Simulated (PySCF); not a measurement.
Input of a response calculation (the driver script's job line, then coordinates in Å):

```
{"job": {"kind": "uv", "xc": "B3LYP", "basis": "def2-SVPD", "ip": false, "nstates": 15}, "charge": 0, "multiplicity": 1}
Cr    -0.010659     0.005434     0.610357
Se     0.039453    -0.065828     2.690789
C      1.883122    -0.001039    -0.129321
H      2.414202     0.863255     0.289480
H      1.803110     0.080324    -1.223050
H      2.398819    -0.925120     0.157263
C      0.003815     1.909898    -0.073826
H     -0.075386     1.877510    -1.170252
H      0.927756     2.412885     0.237336
H     -0.860932     2.424552     0.366113
C     -1.906416    -0.011343    -0.098903
H     -2.411208     0.903537     0.237523
H     -2.429569    -0.889027     0.300816
H     -1.854643    -0.050481    -1.196616
C      0.005543    -1.887144    -0.133989
H     -0.902066    -2.402473     0.204197
H      0.890297    -2.415753     0.240440
H      0.028463    -1.812267    -1.230598
```

Its output, with some lines taken out ([cut]):

```
coarse grid: 65168 points
cycle   1  E = -3602.1565116443  dE =  2.084e+00  |g| = 4.027e+00  |ddm| = 6.713e+00
cycle   2  E = -3577.1491594373  dE =  2.501e+01  |g| = 1.008e+01  |ddm| = 1.735e+02
cycle   3  E = -3601.4491106220  dE = -2.430e+01  |g| = 3.263e+00  |ddm| = 1.732e+02
cycle   4  E = -3597.6844198209  dE =  3.765e+00  |g| = 5.936e+00  |ddm| = 1.114e+01
cycle   5  E = -3598.0262904187  dE = -3.419e-01  |g| = 5.861e+00  |ddm| = 4.184e-01
cycle   6  E = -3599.6217647550  dE = -1.595e+00  |g| = 5.380e+00  |ddm| = 1.873e+00
cycle   7  E = -3598.9943489089  dE =  6.274e-01  |g| = 5.624e+00  |ddm| = 1.155e+00
cycle   8  E = -3599.6236188129  dE = -6.293e-01  |g| = 5.392e+00  |ddm| = 1.444e+00
cycle   9  E = -3600.0097712866  dE = -3.862e-01  |g| = 5.253e+00  |ddm| = 1.192e+00
cycle  10  E = -3597.2227843573  dE =  2.787e+00  |g| = 6.124e+00  |ddm| = 3.414e+00
cycle  11  E = -3596.0329477716  dE =  1.190e+00  |g| = 6.385e+00  |ddm| = 1.727e+00
...
cycle  45  E = -3605.0961573027  dE = -5.379e-04  |g| = 8.316e-03  |ddm| = 6.211e-02
cycle  46  E = -3605.0961761716  dE = -1.887e-05  |g| = 2.641e-03  |ddm| = 1.515e-02
cycle  47  E = -3605.0961784745  dE = -2.303e-06  |g| = 8.586e-04  |ddm| = 5.107e-03
cycle  48  E = -3605.0961788047  dE = -3.302e-07  |g| = 8.648e-04  |ddm| = 2.571e-03
cycle  49  E = -3605.0961790692  dE = -2.645e-07  |g| = 2.447e-04  |ddm| = 1.350e-03
cycle  50  E = -3605.0961791683  dE = -9.915e-08  |g| = 1.825e-04  |ddm| = 1.337e-03
cycle  51  E = -3605.0961791886  dE = -2.023e-08  |g| = 1.027e-04  |ddm| = 6.493e-04
cycle  52  E = -3605.0961791899  dE = -1.373e-09  |g| = 1.181e-04  |ddm| = 2.306e-04
cycle  53  E = -3605.0961791924  dE = -2.471e-09  |g| = 5.314e-05  |ddm| = 2.011e-04
cycle  54  E = -3605.0961791929  dE = -4.702e-10  |g| = 2.482e-05  |ddm| = 7.889e-05
converged SCF energy = -3605.0961791929

Static polarisability (au): isotropic 130.612, principal 122.800 122.989 146.045

Singlet excitations
state   eV       nm        f      main configurations
  1   1.7838    695.1   0.00302   H-1->L 0.73, H-2->L 0.14, H->L 0.11
  2   1.7880    693.4   0.00300   H->L 0.74, H-3->L 0.14, H-1->L 0.11
  3   2.2046    562.4   0.00005   H-2->L 0.71, H-3->L 0.09, H->L 0.08
[cut]
  5   2.4101    514.4   0.00000   H-5->L 0.96
  6   2.7518    450.6   0.00002   H-4->L 0.87
  7   2.9089    426.2   0.00001   H->L+1 0.46, H-1->L+2 0.39, H-1->L+1 0.09
  8   3.0335    408.7   0.00005   H-1->L+2 0.45, H->L+1 0.37, H->L+2 0.09
  9   3.2386    382.8   0.00153   H-1->L+1 0.31, H->L+2 0.30, H->L+3 0.18
 10   3.2563    380.8   0.00481   H-1->L+3 0.83, H->L+3 0.13
 11   3.2661    379.6   0.00338   H->L+3 0.66, H-1->L+1 0.10, H->L+2 0.10
 12   3.5003    354.2   0.00000   H-2->L+2 0.49, H-3->L+1 0.49
 13   3.7198    333.3   0.00232   H-2->L+3 0.37, H-2->L+1 0.19, H-3->L+2 0.17
[cut]
 15   3.7521    330.4   0.00504   H-3->L+3 0.49, H-2->L+3 0.28

[cut]
```

Method used: PySCF 2.14.0, density-fitted response routines, TDDFT B3LYP/def2-SVPD, vertical, gas phase, core orbitals frozen in the response. Geometry: PBE0-D3(BJ)/def2-SVP; no solvent, vibrations or thermal averaging. The B3LYP/def2-SVPD calculation is non-relativistic and has no spin–orbit coupling, an omission that weighs most on selenium.

Task: What stood in the cut lines?

Result: 
```
  4   2.2164    559.4   0.00006   H-3->L 0.72, H-2->L 0.10, H-1->L 0.08
 14   3.7288    332.5   0.00028   H-6->L 0.80
Triplet excitations (Tamm-Dancoff, eV): 1.3885 1.3996 1.8905 1.8948
```

Task: Give the mean polarisability in Å³.

Result: 130.61 au × 0.148185 = 19.35 Å³.

Task: Does any listed singlet fall in the visible range?

Result: 11 computed singlets (S1 to S11) lie in the visible range (380 to 750 nm), the largest f among them at 381 nm, f = 0.0048; light of that wavelength is violet, and its complementary colour is yellow-green; a Tamm–Dancoff triplet lies at 656 nm, without intensity as long as spin–orbit coupling is left out.

Task: What share of the summed oscillator strength falls to the strongest level in this window?

Result: States 10 and 11 at 381 nm: 0.0082 of 0.0236, or 35%.

Task: Which species is it?

Result: CrSeMe4, `[CH3][Cr]([CH3])([CH3])([CH3])=[Se]` (C4H12CrSe).

H and L stand for HOMO and LUMO.
